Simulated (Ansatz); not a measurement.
Consider the cleavage of the B–Si bond: `OB[SiH](O)F` + `C=C(N)S` → `C=C(N)SBO` + `O[SiH2]F`.

Calculated with Ansatz (gas phase, PBE0-D4/def2-TZVP geometries, no zero-point term in ΔE). CCSD(T)/CBS is the MP2 limit (def2-TZVPP, def2-QZVPP) plus CCSD(T) − MP2 in def2-TZVPP, frozen cores. Functionals use def2-TZVPP. Each species was taken in one conformer, which may not be the lowest.

```
         level  ΔE (kJ/mol)
          PBE0       -120.3
MP2/def2-QZVPP       -135.7
```

What does CCSD(T)/CBS give? (Estimate.)

Ansatz gave: -125.9 kJ/mol. The listed levels differ from it by 5.6, -9.8 kJ/mol.

Largest T1 diagnostic among the species: 0.013.

In def2-TZVPP, CCSD(T) changes the Hartree–Fock value by −13.1 kJ/mol (the triples alone add −4.5 kJ/mol) and MP2 by −22.6 kJ/mol. The D4 term adds −5.5 kJ/mol with B3LYP and −3.0 kJ/mol with PBE0; it sums over pairs of atoms, weighted by their polarisabilities, and B3LYP, whose exchange is more repulsive, gets the larger term.

B3LYP here is the variant with VWN-RPA as its local correlation; programs differ in this.
